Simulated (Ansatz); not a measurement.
`N[Si](F)([SiH3])Cl` + H₂ → `N[SiH]([SiH3])Cl` + H–F at 400 K and 1 bar (hydrogenolysis of the Si–F bond).

Program: Ansatz. Geometries: PBE0-D4/def2-TZVP. ΔE: electronic, gas phase. CCSD(T)/CBS is the MP2 limit (def2-TZVPP, def2-QZVPP) plus CCSD(T) − MP2 in def2-TZVPP, frozen cores. This one scheme is used for every species. One conformer a species, not always the lowest.

```tsv
species	CCSD(T)/CBS energy (Eh)	H − E (kJ/mol)	S (J/(mol·K))
`N[Si](F)([SiH3])Cl`	-1195.59251	186.2	420.5
H₂	-1.17544	38.0	139.0
`N[SiH]([SiH3])Cl`	-1096.32520	197.3	393.4
H–F	-100.39570	36.5	182.2
```

H − E and S are ideal-gas, rigid-rotor, harmonic terms from PBE0-D4/def2-TZVP, for one conformer and one mirror image of each species. The MP2-based limit puts H₂ 0.8 mEh under its directly extrapolated value; such offsets cancel only in part. 1 Eh = 2625.50 kJ/mol, R = 8.31446 J/(mol·K).

By hand: ΔE, ΔH, ΔS and ΔG.

ΔE = (-1096.32520) + (-100.39570) − (-1195.59251) − (-1.17544) = 0.04705 Eh = 123.5 kJ/mol. Δ(H − E) = 197.3 + 36.5 − 186.2 − 38.0 = 9.6, so ΔH = 133.1 kJ/mol. ΔS = 393.4 + 182.2 − 420.5 − 139.0 = 16.1 J/(mol·K). ΔG = 133.1 − 400 × (16.1)/1000 = 126.7 kJ/mol.

By hand: the equilibrium constant, and the temperature at which ΔG would vanish if ΔH and ΔS stayed fixed.

log₁₀ K = −ΔG/(RT ln 10) = -16.5. ΔG = 0 at ΔH/ΔS = 8267 K, far beyond where these terms or the molecules hold.

ΔH outweighs TΔS. A doubt of 5 kJ/mol in ΔE shifts log₁₀ K by 0.7 here. Other conformers and mirror images would add mixing entropy, several J/(mol·K) or more a flexible species. These are equilibria of isolated gas molecules and say nothing of rates. Largest T1 diagnostic: 0.011 (customary marks: 0.02 for closed shells, 0.045 for open ones).
